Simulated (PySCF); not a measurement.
Ionisation energy of Gd²⁺ by level of theory

Gd²⁺ [Xe] 4f7 5d1 (9D) → Gd³⁺ [Xe] 4f7 (8S), as a difference of total energies. Computed with PySCF 2.14 in ANO-RCC-VTZP, with the spin-free X2C one-electron Hamiltonian (Gaussian nucleus). Correlated levels: valence: [Kr] 4d10 frozen; valence and next inner shell: [Ar] 3d10 frozen. The calculations carry no spin-orbit coupling.

```csv
method,ionisation energy (eV)
UHF,19.513
LDA,20.590
PBE,20.508
PBE0,20.449
r2SCAN,20.500
MP2 (valence),20.235
SCS-MP2 (valence),20.030
MP2 (valence and next inner shell),20.236
SCS-MP2 (valence and next inner shell),20.048
```

How much does correlation contribute at MP2 (valence and next inner shell)?

20.236 − (19.513) = 0.723 eV, measured against UHF.

A first-order spin-orbit estimate (lowest level to lowest level, LS coupling) adds 0.175 eV.

Errors of the correlated levels include the incompleteness of this basis and the frozen core.

For comparison: 20.54 ± 0.03 eV (semi-empirical (NIST evaluation); NIST Atomic Spectra Database, ionization energies).
